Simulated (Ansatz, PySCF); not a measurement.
Gas-phase reaction 2 R1 + R2 → 3 P1, each structure at its B3LYP-D3(BJ)/def2-TZVP stationary point, reached from a drawn start (curvature not checked).
R1, BCl3 (SMILES ClB(Cl)Cl) (charge 0, multiplicity 1, Z-matrix in Å and degrees):
```
B
Cl 1 1.7452
Cl 1 1.7452 2 120.00
Cl 1 1.7453 2 120.00 3 179.98
```
P1, BCl2F (SMILES FB(Cl)Cl) (charge 0, multiplicity 1, Z-matrix in Å and degrees):
```
B
F 1 1.3142
Cl 1 1.7469 2 119.19
Cl 1 1.7469 2 119.19 3 180.00
```
R2, BF3 (SMILES FB(F)F) (charge 0, multiplicity 1, Z-matrix in Å and degrees):
```
B
F 1 1.3156
F 1 1.3156 2 120.00
F 1 1.3156 2 120.00 3 180.00
```

P less R. No zero-point or thermal terms.

Frozen-core correlation throughout. CBS(a, b) extrapolates the correlation energy as X⁻³ and adds the Hartree–Fock energy of set b.

Programs: Ansatz (Gaussian orbitals); PySCF for the D3/D4 terms. All values are computed, each at the level named.

```csv
level,reaction energy (kcal/mol)
PBE-D3(BJ)/def2-TZVPP,1.72
revPBE-D3(BJ)/def2-TZVPP,2.26
r2SCAN/def2-TZVPP,1.37
BHLYP-D4/def2-TZVPP,2.42
CAM-B3LYP-D4/def2-TZVPP,1.10
"MP2/CBS(cc-pV(T+d)Z, cc-pV(Q+d)Z)",4.70
CCSD/cc-pV(T+d)Z,…
CCSD(T)/cc-pV(T+d)Z,…
"CCSD(T)/CBS(cc-pV(T+d)Z, cc-pV(Q+d)Z)",…
```

Q: What belongs in the gaps?

A: 
- CCSD/cc-pV(T+d)Z, reaction energy (kcal/mol): 2.41
- CCSD(T)/cc-pV(T+d)Z, reaction energy (kcal/mol): 2.58
- CCSD(T)/CBS(cc-pV(T+d)Z, cc-pV(Q+d)Z), reaction energy (kcal/mol): 3.21

Ansatz is an electronic-structure program.
